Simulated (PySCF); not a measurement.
## Polarisability as a sum over states

Compound: C₄H₁₀FPSi.
Structure used (GFN2-xTB), in Å, numbered top down from 1:
```xyz
17
C4H10FPSi angstrom
F      0.7415   -0.3081    2.4076
Si     0.8158   -0.3196    0.7789
P      2.8730   -1.0589    0.2730
C     -0.6123   -1.3577    0.0675
C     -1.6857   -0.3213   -0.2713
C     -0.9947    0.9229   -0.8266
C      0.1074    1.3413    0.1512
H      3.5130   -0.0117    0.9129
H      2.9282   -0.4235   -0.9566
H     -0.9937   -2.1078    0.7560
H     -0.3017   -1.8809   -0.8371
H     -2.4099   -0.7156   -0.9861
H     -2.2227   -0.0511    0.6400
H     -1.7111    1.7314   -0.9818
H     -0.5485    0.6785   -1.7934
H      0.8223    2.0047   -0.3313
H     -0.3278    1.8897    0.9872
```

Method: TDDFT B3LYP/def2-SVPD, vertical, gas phase, core orbitals frozen in the response in PySCF.

Excitation energies and transition dipoles (atomic units, axes of the coordinates) of those of the lowest 8 singlets that add 0.02 au or more to the mean polarisability:

| state | ΔE (hartree) | μx | μy | μz |
| --- | --- | --- | --- | --- |
| S1 | 0.2262 | 0.135 | -0.071 | -0.165 |
| S2 | 0.2399 | 0.050 | -0.491 | 0.045 |
| S3 | 0.2504 | -0.001 | -0.156 | 0.033 |
| S4 | 0.2549 | -0.587 | 0.449 | 0.104 |
| S5 | 0.2605 | 0.997 | -0.474 | 0.107 |
| S6 | 0.2651 | 0.033 | 0.244 | 0.046 |
| S7 | 0.2717 | -0.037 | -0.124 | -0.180 |
| S8 | 0.2774 | -0.061 | -0.007 | 0.228 |

Task: What does each state add to αxx, αyy and αzz, and how do the sums compare with the full static tensor?

Result: Each state adds 2 μα² / ΔE.

| state | αxx (au) | αyy (au) | αzz (au) |
| --- | --- | --- | --- |
| S1 | 0.16 | 0.05 | 0.24 |
| S2 | 0.02 | 2.01 | 0.02 |
| S3 | 0.00 | 0.19 | 0.01 |
| S4 | 2.71 | 1.58 | 0.08 |
| S5 | 7.64 | 1.72 | 0.09 |
| S6 | 0.01 | 0.45 | 0.02 |
| S7 | 0.01 | 0.11 | 0.24 |
| S8 | 0.03 | 0.00 | 0.38 |
| all 8 states | 10.6 | 6.1 | 1.1 |
| full response | 115.8 | 92.9 | 83.6 |
| share (%) | 9 | 7 | 1 |

The rest comes from the higher roots of the same response equations.

Task: Give the full tensor and its principal values.

Result: In au, rows and columns x, y, z:
```
x   115.8  -8.1   4.4
y    -8.1  92.9  -1.5
z     4.4  -1.5  83.6
```
Principal values 83.0, 90.3 and 119.0 au; mean 97.5 au (14.44 Å³).

Task: By how much does the contribution of these states grow at 1064 nm?

Result: With ω = 0.0428 hartree each state's term in the mean polarisability goes from f / ΔE² to f / (ΔE² − ω²), f = (2/3) ΔE |μ|²; the sum over all 8 states goes from 5.92 to 6.09 au, a rise of 0.17 au.

A one-level model with all 42 active electrons at a single energy would need ΔE = √(N/α) = 17.9 eV to give this α, against S1 at 6.16 eV.

One conformer stands for the species.

Without π bonds the low states are Rydberg-like; a valence basis with one diffuse set may place them up to an eV too high.
